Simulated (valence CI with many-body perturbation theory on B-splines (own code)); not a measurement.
Mo35+: calculated level list

Level of theory: valence CI with perturbative core correlation (CI+MBPT): five valence electrons over a frozen Dirac-Fock core [He], a basis of 11 s, 11 p, 10 d, 8 f, 5 g, 2 h functions for each j, with the one-electron correlation potential Σ1, the two-electron term Σ2, the three-electron term Σ3, Breit, model QED; selected CI, second order for the rest, scaled by the run's own slope (own B-spline code, finite nucleus).

No measured spectrum was set against this ion. As an estimate, large intervals hold to a few tenths of a per cent, small ones and those within an open d or f shell to about a per cent. Among the levels kept, up to 11000 cm⁻¹ of a level comes from second order outside the variational space, and about a tenth of that is noise between levels of different J, which matters for small intervals.

Levels 136 to 180 of 204, with energies above the lowest level, (2s^2 2p1/2^2 2p3/2) J=3/2. "Leading %" is the weight of the configuration and term that name the level; weights of strongly mixed levels are sums over their largest components and can fall short. In the jj column 3d3/2^4 stands for four electrons in 3d with j = 3/2. Lifetimes count E1, E2, E3, M1 and M2 decay at the calculated energies, and are blank where another channel may lead or the interval is too uncertain; long ones can be off by a factor of two.

```tsv
No.	Configuration	Term	J	E (× 10³ cm⁻¹)	Leading %	g	Leading jj	Lifetime
136	2s 2p3 3p	4P	1/2	25195	40	1.754	2s 2p1/2 2p3/2^2 3p1/2 (76 %)	113 fs
137	2s 2p3 3p	4P	3/2	25197	33	1.346	2s 2p1/2 2p3/2^2 3p1/2 (82 %)	57.2 fs
138	2s 2p3 3d	4G°	9/2	25211	42	1.306	2s 2p1/2 2p3/2^2 3d5/2 (87 %)	22.7 ps
139	2s 2p3 3p	4P	5/2	25217	43	1.336	2s 2p1/2 2p3/2^2 3p3/2 (92 %)	47.6 fs
140	2s 2p3 3p	2P	1/2	25244	57	0.778	2s 2p1/2 2p3/2^2 3p3/2 (74 %)	49.7 fs
141	2s 2p3 3d	4D°	7/2	25254	44	1.159	2s 2p1/2 2p3/2^2 3d3/2 (58 %)	70.5 fs
142	2s 2p3 3p	2D	3/2	25259	29	1.228	2s 2p1/2 2p3/2^2 3p3/2 (90 %)	47.9 fs
143	2s 2p3 3p	2F	7/2	25292	68	1.210	2s 2p1/2 2p3/2^2 3p3/2 (89 %)	39.4 fs
144	2s 2p3 3s	4P°	5/2	25340	23	1.385	2s 2p3/2^3 3s (44 %)	10.8 fs
145	2s 2p3 3p	2D	5/2	25342	37	1.278	2s 2p1/2 2p3/2^2 3p3/2 (90 %)	153 fs
146	2s 2p3 3p	2P	1/2	25344	45	1.425	2s 2p1/2 2p3/2^2 3p3/2 (92 %)	29.3 fs
147	2s 2p3 3d	4D°	1/2	25345	39	1.049	2s 2p1/2 2p3/2^2 3d5/2 (84 %)	15.9 fs
148	2s 2p3 3d	4F°	9/2	25359	62	1.257	2s 2p1/2 2p3/2^2 3d3/2 (66 %)	13.5 ps
149	2s 2p3 3p	2D	5/2	25365	39	1.296	2s 2p1/2 2p3/2^2 3p3/2 (89 %)	160 fs
150	2s 2p3 3p	2D	3/2	25375	39	1.194	2s 2p1/2 2p3/2^2 3p3/2 (90 %)	81.3 fs
151	2s 2p3 3s	4P°	5/2	25384	23	1.340	2s 2p3/2^3 3s (43 %)	21.6 fs
152	2s 2p3 3d	4D°	3/2	25386	27	1.276	2s 2p1/2 2p3/2^2 3d5/2 (82 %)	7.97 fs
153	2s 2p3 3d	4D°	7/2	25396	56	1.329	2s 2p1/2 2p3/2^2 3d3/2 (74 %)	8.39 fs
154	2s 2p3 3d	4G°	11/2	25401	100	1.265	2s 2p1/2 2p3/2^2 3d5/2 (100 %)	31.3 ps
155	2s 2p3 3d	4D°	5/2	25428	60	1.362	2s 2p1/2 2p3/2^2 3d3/2 (85 %)	6.19 fs
156	2s 2p3 3d	2G°	9/2	25430	65	1.172	2s 2p1/2 2p3/2^2 3d5/2 (67 %)	5.00 ps
157	2s 2p3 3s	2P°	3/2	25438	28	1.285	2s 2p3/2^3 3s (64 %)	18.5 fs
158	2s 2p3 3p	2P	1/2	25453	61	1.352	2s 2p1/2 2p3/2^2 3p3/2 (88 %)	77.3 fs
159	2s 2p3 3d	4P°	3/2	25454	40	1.543	2s 2p1/2 2p3/2^2 3d3/2 (71 %)	6.57 fs
160	2s 2p3 3p	2D	3/2	25463	38	1.181	2s 2p1/2 2p3/2^2 3p3/2 (87 %)	50.3 fs
161	2s 2p3 3d	2S°	1/2	25497	44	1.644	2s 2p1/2 2p3/2^2 3d5/2 (93 %)	13.0 fs
162	2s 2p3 3d	2P°	3/2	25559	43	1.352	2s 2p1/2 2p3/2^2 3d5/2 (88 %)	8.45 fs
163	2s 2p3 3d	2F°	7/2	25564	62	1.128	2s 2p1/2 2p3/2^2 3d5/2 (72 %)	11.7 fs
164	2s 2p3 3d	2D°	5/2	25581	49	1.154	2s 2p1/2 2p3/2^2 3d5/2 (78 %)	10.1 fs
165	2s 2p3 3d	4F°	3/2	25593	63	0.624	2s 2p1/2 2p3/2^2 3d3/2 (92 %)	30.0 fs
166	2s 2p3 3d	4F°	5/2	25651	37	1.106	2s 2p1/2 2p3/2^2 3d5/2 (56 %)	18.6 fs
167	2s 2p3 3d	4D°	1/2	25660	52	0.565	2s 2p1/2 2p3/2^2 3d3/2 (86 %)	13.5 fs
168	2s 2p3 3d	4D°	3/2	25688	38	0.897	2s 2p1/2 2p3/2^2 3d3/2 (88 %)	59.8 fs
169	2s 2p3 3d	2F°	5/2	25693	32	1.143	2s 2p1/2 2p3/2^2 3d5/2 (50 %)	25.1 fs
170	2s 2p3 3d	4D°	7/2	25704	26	1.134	2s 2p1/2 2p3/2^2 3d5/2 (60 %)	283 fs
171	2s 2p3 3s	2P°	3/2	25716	40	1.444	2s 2p3/2^3 3s (76 %)	20.1 fs
172	2s 2p3 3s	2P°	1/2	25725	51	1.022	2s 2p3/2^3 3s (88 %)	27.8 fs
173	2s 2p3 3d	2F°	7/2	25737	39	1.133	2s 2p1/2 2p3/2^2 3d3/2 (49 %)	36.6 fs
174	2s 2p3 3d	2D°	5/2	25747	39	1.238	2s 2p1/2 2p3/2^2 3d5/2 (71 %)	50.3 fs
175	2s 2p3 3d	2D°	3/2	25752	31	1.184	2s 2p1/2 2p3/2^2 3d5/2 (53 %)	10.8 fs
176	2s 2p3 3d	2F°	5/2	25791	36	1.116	2s 2p1/2 2p3/2^2 3d3/2 (52 %)	32.3 fs
177	2s 2p3 3d	2G°	9/2	25794	71	1.158	2s 2p1/2 2p3/2^2 3d5/2 (89 %)	2.41 ps
178	2s 2p3 3d	2D°	5/2	25819	32	1.103	2s 2p1/2 2p3/2^2 3d3/2 (80 %)	6.12 fs
179	2s 2p3 3d	2F°	7/2	25828	47	1.160	2s 2p1/2 2p3/2^2 3d5/2 (88 %)	18.9 fs
180	2s 2p3 3p	4P	3/2	25830	31	1.508	2s 2p3/2^3 3p1/2 (86 %)	105 fs
```
